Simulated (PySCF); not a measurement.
Delta-SCF ions had no search for a lower state. Excitations are Tamm–Dancoff values on a coarser integration grid. The basis has no diffuse functions, so Rydberg states are missing or too high.

# BBr₃, SMILES `BrB(Br)Br` (charge 0, multiplicity 1)

Level of theory: PySCF 2.14.0 with ωB97X-D3(BJ)/def2-TZVP // B3LYP-D3(BJ)/def2-TZVP.

```json
{
 "HOMO": "-10.73 eV",
 "dipole_moment": "0.00 D",
 "HOMO–LUMO gap": "10.69 eV",
 "LUMO": "-0.04 eV",
 "S1 excitation (TDA)": "5.15 eV",
 "S1 oscillator strength": "0.000",
 "brightest of the four lowest singlets (TDA)": "6.36 eV",
 "T1 excitation (TDA)": "5.00 eV",
 "S1–T1 gap (TDA)": "0.14 eV",
 "vertical ionisation energy (Delta-SCF)": "10.86 eV",
 "total_energy": "-7747.1907 Ha",
 "cost": "about 2.3 core-minutes (a rough figure)"
}
```

Bonds (Å): Br1–B2 1.907, B2–Br3 1.907, B2–Br4 1.907. Angles (°): Br1–B2–Br3 120.0, Br1–B2–Br4 120.0, Br3–B2–Br4 120.0.
